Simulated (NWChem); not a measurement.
Species: CH5FOSn; SMILES C[O][SnH2][F]

```xyz
9

Sn    -0.3041     0.4401     0.0292
F      1.5015     1.1439    -0.1013
O     -0.1903    -1.4542    -0.5047
C      0.5077    -2.3969     0.2602
H     -1.2338     1.2078    -1.1679
H     -0.7021     0.5583     1.6875
H      1.6044    -2.2748     0.1848
H      0.2415    -2.3719     1.3362
H      0.2593    -3.4047    -0.1130
```
Atoms are numbered in this order, from 1.

Results from NWChem. Geometry: optimised at PBE0/def2-SVP. def2 effective core potentials on Sn; no spin-orbit coupling.

Order these by “dipole (D)”, lowest first: B3LYP/def2-TZVP; B3LYP/def2-SVPD; B3LYP/def2-SVP.

B3LYP/def2-SVP (2.37), B3LYP/def2-TZVP (2.46), B3LYP/def2-SVPD (2.58)
